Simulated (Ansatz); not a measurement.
Species: sum formula H4BPO2, net charge 0, singlet state. 
Geometry from a B3LYP-D3(BJ)/def2-TZVP (Ansatz, a first-principles code) optimisation:
```
B
O 1 1.3600
H 2 0.9657 1 112.68
O 1 1.3691 2 118.34 3 -0.10
H 4 0.9606 1 115.17 2 179.05
P 1 1.9451 2 117.74 3 -175.22
H 6 1.4144 1 96.29 2 -47.31
H 6 1.4187 7 95.01 1 97.25
```
Charge 0, spin multiplicity 1.

Computed values are from Ansatz. Correlated levels leave the core frozen unless marked. Open shells are spin-unrestricted. No spin-orbit coupling. Non-relativistic. CBS marks a two-point X^-3 extrapolation of the correlation energy; Hartree-Fock from the larger set. The bracket is a focal-point correction in the basis named.

The atomisation energy De is 715.5 kcal/mol at CCSD(T)/CBS(aug-cc-pV(T+d)Z,aug-cc-pV(Q+d)Z). The vertical ionisation energy (to the doublet) is 9.92 eV at RI-MP2/CBS(aug-cc-pV(T+d)Z,aug-cc-pV(Q+d)Z)+[CCSD(T)-MP2]/aug-cc-pV(T+d)Z and the vertical triplet-singlet gap is 5.64 eV at RI-MP2/CBS(aug-cc-pV(T+d)Z,aug-cc-pV(Q+d)Z)+[CCSD(T)-MP2]/aug-cc-pV(T+d)Z. The total energy comes out as -518.5809 Eh at CCSD(T)/CBS(aug-cc-pV(T+d)Z,aug-cc-pV(Q+d)Z), the dipole moment is 1.66 D at CCSD(T)/aug-cc-pV(D+d)Z and the T1 diagnostic is 0.014 at CCSD/aug-cc-pV(Q+d)Z.
